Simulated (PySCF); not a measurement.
C9H10N2.
Structure used (GFN2-xTB), in Å, numbered top down from 1:
```
atom  x, y, z in Å
C1     2.901   -0.725   -0.075
C2     1.419   -0.678    0.011
N3     0.685   -1.764    0.056
N4    -0.605   -1.398    0.132
C5    -1.643   -2.383    0.197
C6    -0.730   -0.047    0.138
C7    -1.847    0.784    0.202
C8    -1.620    2.140    0.188
C9    -0.324    2.671    0.113
C10    0.783    1.859    0.048
C11    0.585    0.477    0.060
H12    3.232   -1.760   -0.093
H13    3.244   -0.222   -0.978
H14    3.345   -0.221    0.783
H15   -1.169   -3.362    0.169
H16   -2.323   -2.284   -0.652
H17   -2.214   -2.282    1.123
H18   -2.846    0.377    0.259
H19   -2.458    2.819    0.236
H20   -0.203    3.744    0.106
H21    1.779    2.272   -0.012
```

Computed at PBE0/pcSseg-1 (PySCF, non-relativistic), with Q(14N) = 0.02044 b: N3, 14N (I = 1): χzz = -5.167 MHz, η = 0.480; N4, 14N (I = 1): χzz = -4.504 MHz, η = 0.297.

Find the zero-field quadrupole resonance frequencies of 14N at N3.

From ν± = (3/4)|χ|(1 ± η/3) and ν0 = |χ|η/2: ν+ 4.496 MHz, ν− 3.255 MHz, ν0 1.241 MHz (pyridine-type nitrogen).

Where would the pure quadrupole (NQR) lines of 14N at N4 fall for the rigid, isolated species?

From ν± = (3/4)|χ|(1 ± η/3) and ν0 = |χ|η/2: ν+ 3.713 MHz, ν− 3.044 MHz, ν0 0.669 MHz (pyrrole-type nitrogen).

In a crystal, neighbours and librations shift these lines. GFN2-xTB bond lengths can be off by several hundredths of an ångström, more for odd bonds, and the gradients follow them. A larger basis could move these couplings by a tenth or more.

These values come from a run that also computed NMR shieldings. Hardware: one thread, Arm Neoverse N1, no GPU (shared host). Cost: 92 s of wall time.
